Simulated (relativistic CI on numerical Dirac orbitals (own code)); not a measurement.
**Radial parameters of Ta18+**

Computed by Dirac-Coulomb-Breit CI, KLI orbitals optimised for each configuration, a model potential for QED, unscaled Slater integrals (own radial code, finite nucleus).

Slater integrals F^k, G^k are unscaled and averaged over j, outside the closed core [Ar] 3d10 4d10; ζ comes from projecting the Hamiltonian with its Breit term on Σ l·s of the shell.

- 4s2.4p6.4f9: F^2(4f,4f) = 195890, F^4(4f,4f) = 125960, F^6(4f,4f) = 91553, ζ(4f) = 5417.2 cm⁻¹; <r>(4f) = 0.5186, <r^2>(4f) = 0.3151 (bohr units).
- 4s2.4p6.4f8.5s: F^2(4f,4f) = 198660, F^4(4f,4f) = 127860, F^6(4f,4f) = 92973, ζ(4f) = 5593.5, G^3(4f,5s) = 33846 cm⁻¹; <r>(4f) = 0.5125, <r^2>(4f) = 0.3076, <r>(5s) = 0.9037, <r^2>(5s) = 0.9088 (bohr units).
- 4s2.4p6.4f7.5s2: F^2(4f,4f) = 201690, F^4(4f,4f) = 129950, F^6(4f,4f) = 94531, ζ(4f) = 5772.1 cm⁻¹; <r>(4f) = 0.5061, <r^2>(4f) = 0.2996 (bohr units).

Averages of the first 7 configurations, taken without configuration mixing, which lowers the lowest level and can move excited configurations by several eV; other configurations of the list can lie among them:

| Configuration | Parity | States | Average energy above the lowest level (eV) |
| --- | --- | --- | --- |
| 4s2.4p6.4f9 | odd | 2002 | 14.7 |
| 4s2.4p6.4f8.5s | even | 6006 | 35.1 |
| 4s2.4p6.4f7.5s2 | odd | 3432 | 63.1 |
| 4s2.4p6.4f8.6s | even | 6006 | 217.2 |
| 4s2.4p5.4f10 | odd | 6006 | 426.6 |
| 4s.4p6.4f10 | even | 2002 | 571.7 |
| 4p6.4f11 | odd | 364 | 1131.1 |
